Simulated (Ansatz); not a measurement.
Consider the redistribution: `O[B](Cl)[GaH2]` + `F[SiH2]O[SiH3]` → `OB(Cl)O[SiH3]` + `F[SiH2][GaH2]`.

Program: Ansatz. Geometries: PBE0-D4/def2-TZVP. ΔE: electronic, gas phase. CBS: MP2 limit from def2 TZ/QZ plus the TZ coupled-cluster correction, frozen cores. Functionals use def2-TZVPP. For Ga outer-core shells are correlated without core-valence functions, which leaves a few kJ/mol of doubt a bond. Scalar relativity is left out up to krypton. One conformer a species, not always the lowest.

| level | ΔE (eV) |
| --- | --- |
| r2SCAN0 | -0.20 |
| CCSD(T)/def2-SVP | -0.39 |
| MP2/def2-TZVPP | -0.07 |
| HF/CBS(def2) | -0.13 |

Question: What does CCSD(T)/CBS give? (Best estimate.)

Answer: Computed: -0.10 eV. The listed levels differ from it by -0.10, -0.29, 0.03, -0.03 eV.

Largest T1 diagnostic among the species: 0.014.

At CCSD(T), def2-SVP lies −0.4 eV from the extrapolated value and def2-TZVPP −0.02 eV. Leaving LDA and LC-ωPBE aside and taking each functional with its dispersion term where it has one, the values, not all of them listed here, spread over 0.12 eV, from PBE-D4 to B2PLYP. LDA lies −0.04 eV from PBE without D4.
